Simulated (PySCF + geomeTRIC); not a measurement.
All values below come from BP86-D3(BJ)/def2-SVP (PySCF + geomeTRIC). fastk is a local helper that only speeds up exchange builds. No frequencies were computed at this level.

```python
import json, numpy as np
from pyscf import gto, dft
from fastk import lowrank_exchange
atoms = """
Zn    -0.000001     0.000000     0.000000
Cl    -0.354311     1.807793     1.096498
Cl     0.354312    -1.807792    -1.096498
"""
def scf(charge, spin, dm0=None):
    mol = gto.M(atom=atoms, basis='def2-svp', ecp={}, charge=charge, spin=spin, verbose=3, max_memory=3360)
    mf = dft.KS(mol, xc='bp86').density_fit(auxbasis="def2-universal-jkfit")
    mf.disp = 'd3bj'
    mf.grids.level = 3
    mf.conv_tol = 1e-8
    mf.max_cycle = 120
    mf.level_shift = 0.25
    mf.kernel(dm0)
    if not mf.converged:
        mf = mf.newton().run(mf.mo_coeff, mf.mo_occ).undo_soscf()
    return mf
mf = scf(0, 0)
from pyscf.geomopt.geometric_solver import kernel as optimize
path = []
done, mol = optimize(mf, maxsteps=120, assert_convergence=False, callback=lambda env: path.append((env["energy"], bool(env["g_scanner"].converged))))
res = dict(converged=bool(done and path[-1][1]), energy=path[-1][0], path=[e for e, c in path], xyz=mol.atom_coords(unit="Angstrom").tolist(), nao=mol.nao)
json.dump(res, open("result.json", "w"))
```

Output:

```
converged SCF energy = -2699.69269883827
Geometry optimization cycle 1
converged SCF energy = -2699.69269883577
cycle 1: E = -2699.69269884  dE = -2699.69  norm(grad) = 0.0163287
Geometry optimization cycle 2
converged SCF energy = -2699.69352451342
cycle 2: E = -2699.69352451  dE = -0.000825678  norm(grad) = 0.00590236
Geometry optimization cycle 3
converged SCF energy = -2699.6936368686
cycle 3: E = -2699.69363687  dE = -0.000112355  norm(grad) = 0.000611484
Geometry optimization cycle 4
converged SCF energy = -2699.69363795518
cycle 4: E = -2699.69363796  dE = -1.08659e-06  norm(grad) = 5.01914e-05
Geometry optimization cycle 5
converged SCF energy = -2699.69363793804
cycle 5: E = -2699.69363794  dE = 1.71453e-08  norm(grad) = 6.22849e-05
<class 'geometric.internal.Distance'> : 2
<class 'geometric.internal.LinearAngle'> : 2
<class 'geometric.internal.TranslationX'> : 1
<class 'geometric.internal.TranslationY'> : 1
<class 'geometric.internal.TranslationZ'> : 1
<class 'geometric.internal.RotationA'> : 1
<class 'geometric.internal.RotationB'> : 1
<class 'geometric.internal.RotationC'> : 1
Step    0 : Gradient = 9.427e-03/1.155e-02 (rms/max) Energy = -2699.6926988358
Step    1 : Displace = 2.244e-02/2.749e-02 (rms/max) Trust = 1.000e-01 (=) Grad = 3.408e-03/4.174e-03 (rms/max) E (change) = -2699.6935245134 (-8.257e-04) Quality = 1.377
Step    2 : Displace = 1.271e-02/1.556e-02 (rms/max) Trust = 1.414e-01 (+) Grad = 3.530e-04/4.324e-04 (rms/max) E (change) = -2699.6936368686 (-1.124e-04) Quality = 0.915
Step    3 : Displace = 1.180e-03/1.445e-03 (rms/max) Trust = 2.000e-01 (+) Grad = 2.898e-05/3.550e-05 (rms/max) E (change) = -2699.6936379552 (-1.087e-06) Quality = 0.879
Step    4 : Displace = 3.848e-05/4.712e-05 (rms/max) Trust = 2.828e-01 (+) Grad = 3.596e-05/4.405e-05 (rms/max) E (change) = -2699.6936379380 (+1.715e-08) Quality = -0.213
Converged! =D
```

Cost: about 21 core-seconds (a rough figure).
